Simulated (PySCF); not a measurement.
One of the candidates below gave these computed data.

* UV, first state: lowest singlet excitation: 6.63 eV (187 nm, f = 0.002) [TDDFT B3LYP/def2-SVPD]
* Polarisability: 82.5 au [B3LYP/def2-SVPD]
* Triplet: lowest triplet excitation (Tamm–Dancoff): 5.54 eV [TDA B3LYP/def2-SVPD]
* UV, strongest line: among the 8 lowest singlet transitions: S6 at 7.77 eV (160 nm, f = 0.050) [TDDFT B3LYP/def2-SVPD]
* Rotational structure: rotational constants A, B, C: 2.988, 2.237, 1.764 GHz [GFN2-xTB]
* Dipole: 0.70 D [B3LYP/def2-SVPD]

Gas-phase values; electronic properties from PySCF, density fitting. Levels stand in brackets. Isolated species at its GFN2-xTB geometry (one conformer only).

Question: Which candidate is it?
A. `CC#CC(C)(C)C`
B. `C=C(C)CC(=C)C`
C. `C[C@H]1[C@@H]2CC[C@H]1C2`
D. `C#C[C@@H](C)C(C)C`

Answer: D. It is `C#C[C@@H](C)C(C)C`. Numbering: `[CH:1]#[C:2][C@@H:3]([CH3:4])[CH:5]([CH3:6])[CH3:7]`. Its formula, C7H12, gives 2 degrees of unsaturation: 0 rings and 2 π bonds in the structure found. The optimised geometry has point group C1 and is an asymmetric top.

The others, at the same levels:
- `CC#CC(C)(C)C` fails: its computed lowest singlet excitation is 6.37 eV (195 nm, f = 0.033 summed over 2 states within 0.01 eV) (against 6.63 eV), static isotropic polarisability is 86.0 au (against 82.5 au) and rotational constant A is 4.443 GHz (against 2.988 GHz).
- `C=C(C)CC(=C)C` fails: its computed lowest singlet excitation is 6.10 eV (203 nm, f = 0.000) (against 6.63 eV), lowest triplet excitation (Tamm–Dancoff) is 4.41 eV (against 5.54 eV) and strongest line among the 8 lowest singlet transitions is S5 at 7.14 eV (174 nm, f = 0.432) (against S6 at 7.77 eV).
- `C[C@H]1[C@@H]2CC[C@H]1C2` fails: its computed lowest singlet excitation is 7.59 eV (163 nm, f = 0.017) (against 6.63 eV), lowest triplet excitation (Tamm–Dancoff) is 7.49 eV (against 5.54 eV) and strongest line among the 8 lowest singlet transitions is S2 at 7.97 eV (155 nm, f = 0.028) (against S6 at 7.77 eV).

Each candidate is one conformer, not necessarily the lowest. The conformers computed, where there is a choice (atom-mapped SMILES and torsion angles):
- `[CH:1]#[C:2][C@@H:3]([CH3:4])[CH:5]([CH3:6])[CH3:7]`: C2–C3–C5–C6 65°
- `[CH2:1]=[C:2]([CH3:3])[CH2:4][C:5](=[CH2:6])[CH3:7]`: C1–C2–C4–C5 -112°, C2–C4–C5–C6 -112°

The conformers of `C[C@H]1[C@@H]2CC[C@H]1C2` aren't listed.
